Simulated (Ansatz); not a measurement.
This geometry of ClH + FGeH3 (7 atoms, charge 0, multiplicity 1) is a first-order saddle point.

All numbers below come from RHF/def2-SVP (Ansatz).

```xyz
7
Properties=species:S:1:pos:R:3
Ge -0.124 0.000 -0.173
F -0.083 0.000 1.883
H 1.400 0.000 -0.026
H -0.584 1.320 -0.747
H -0.584 -1.320 -0.747
Cl -2.546 0.000 1.022
H -1.070 0.000 1.980
```

Q: Which two structures does it join? (They come from a converged band through this point; their orientation in space is the band's.)

A: Bonds broken: Ge1–F2, Cl6–H7. Bonds formed: Ge1–Cl6, F2–H7. ClH + FGeH3 becomes ClGeH3 + FH.

Initial state:

```xyz
7
Properties=species:S:1:pos:R:3
Ge 0.354 0.000 -0.278
F -0.069 0.000 1.415
H 1.878 0.000 -0.322
H -0.254 1.270 -0.862
H -0.254 -1.270 -0.862
Cl -3.258 0.000 1.993
H -1.986 0.000 2.108
```

Final state:

```xyz
7
Properties=species:S:1:pos:R:3
Ge -0.319 0.000 -0.639
F -0.243 0.000 3.209
H 0.841 0.000 0.343
H -0.369 1.263 -1.489
H -0.369 -1.263 -1.489
Cl -2.151 0.000 0.573
H -0.980 0.000 2.683
```

Q: How far does it lie above each of them?

A: 1.54 eV above the first and 1.62 eV above the second. This is the barrier of this one path; another mechanism may lie lower. The orbitals stay closed-shell, which can raise the energy where a bond breaks towards radicals; this wasn't checked here.

Time of the run: 110 s on 1 thread of Arm Neoverse V1, on a shared host, peak memory 0.17 GiB.
